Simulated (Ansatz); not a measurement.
`C[N](C)[Mg][F]` + NH₃ → `[NH2][Mg][F]` + `CNC` at 600 K and 1 bar (ligand exchange at a Mg–N bond).

Program: Ansatz. Geometries: PBE0-D4/def2-TZVP. ΔE: electronic, gas phase. CCSD(T)/CBS is the MP2 limit (def2-TZVPP, def2-QZVPP) plus CCSD(T) − MP2 in def2-TZVPP, frozen cores. This one scheme is used for every species. For Mg outer-core shells are correlated without core-valence functions, which leaves a few kJ/mol of doubt a bond. Each species was taken in one conformer, which may not be the lowest.

| species | CCSD(T)/CBS energy (Eh) | H − E (kJ/mol) | S (J/(mol·K)) |
| --- | --- | --- | --- |
| `C[N](C)[Mg][F]` | -434.17400 | 278.1 | 432.8 |
| NH₃ | -56.50880 | 112.4 | 219.5 |
| `[NH2][Mg][F]` | -355.68386 | 106.4 | 330.3 |
| `CNC` | -135.00321 | 284.6 | 333.5 |

H − E and S are ideal-gas, rigid-rotor, harmonic terms from PBE0-D4/def2-TZVP, for one conformer and one mirror image of each species. 1 Eh = 2625.50 kJ/mol, R = 8.31446 J/(mol·K).

By hand: ΔE, ΔH, ΔS and ΔG.

ΔE = (-355.68386) + (-135.00321) − (-434.17400) − (-56.50880) = -0.00427 Eh = -11.2 kJ/mol. Δ(H − E) = 106.4 + 284.6 − 278.1 − 112.4 = 0.5, so ΔH = -10.7 kJ/mol. ΔS = 330.3 + 333.5 − 432.8 − 219.5 = 11.5 J/(mol·K). ΔG = -10.7 − 600 × (11.5)/1000 = -17.6 kJ/mol.

By hand: the equilibrium constant, and the temperature at which ΔG would vanish if ΔH and ΔS stayed fixed.

log₁₀ K = −ΔG/(RT ln 10) = 1.5. ΔH and −TΔS have one sign here, so there is no such temperature.

TΔS isn't small against ΔH here. A doubt of 5 kJ/mol in ΔE shifts log₁₀ K by 0.4 here. Other conformers and mirror images would add mixing entropy, several J/(mol·K) or more a flexible species. These are equilibria of isolated gas molecules and say nothing of rates. Largest T1 diagnostic: 0.011 (customary marks: 0.02 for closed shells, 0.045 for open ones).

ΔS is within the doubt of such terms, so its sign, and with it that verdict, could turn.
